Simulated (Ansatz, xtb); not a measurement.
Pulling on the Mg1–H2 bond in H2Mg (SMILES [MgH2]) (multiplicity 1 held, fragments rigid). Energies count from the point at 1.700 Å.
Geometry at that point (charge 0, multiplicity 1):
```csv
atom,x (Å),y (Å),z (Å)
Mg,0.0000,0.0000,0.0000
H,0.0000,0.0000,-1.6998
H,0.0000,0.0000,1.6998
```

Restricted levels (R-, RO-) in cc, def2 and unpolarised 6-31G sets keep to the state of the molecule at rest. U- levels take the lowest unrestricted solution at each point, which mixes spins at long bonds. Active spaces are followed from a long bond inwards. Full CI gives the lowest state of the spin. Levels need not reach the same state.

Cores are frozen in the correlated methods.

Programs: Ansatz (a first-principles code) with Gaussian orbitals; xtb for the GFN methods. Each number belongs to the level named beside it. The GFN methods have no spin term and hold the electronic entropy of 300 K.

Energies in eV.

```tsv
R (Å)	GFN2-xTB	R-CCSD(T)/def2-SVP	U-CCSD(T)/def2-SVP	R-CCSDT/def2-SVP	SC-NEVPT2 on CASSCF(2,2)/def2-SVP	FCI/def2-SVP
1.360	0.38	0.88	0.88	0.89	0.90	0.89
1.530	0.02	0.18	0.18	0.18	0.19	0.18
1.700	0.00	0.00	0.00	0.00	0.00	0.00
1.870	0.11	0.10	0.10	0.10	0.09	0.10
2.040	0.28	0.35	0.35	0.35	0.32	0.35
2.295	0.58	0.83	0.83	0.83	0.77	0.83
2.550	0.91	1.33	1.33	1.33	1.25	1.32
2.975	1.50	2.05	2.06	2.04	1.94	2.04
3.400	2.09	2.53	2.56	2.52	2.42	2.52
3.910	2.71	2.81	2.87	2.82	2.71	2.82
4.589	3.36	2.88	2.97	2.95	2.84	2.95
5.439	3.86	2.85	2.98	2.98	2.87	2.98
```

Doubts at one or more of the structures used: a restricted determinant that unrestricted orbitals would lower (R-CCSD(T)/def2-SVP, R-CCSDT/def2-SVP); T1 above 0.05 (R-CCSD(T)/def2-SVP, U-CCSD(T)/def2-SVP, R-CCSDT/def2-SVP); other coupled-cluster roots lie near (R-CCSD(T)/def2-SVP, R-CCSDT/def2-SVP); a spin-contaminated determinant (U-CCSD(T)/def2-SVP).
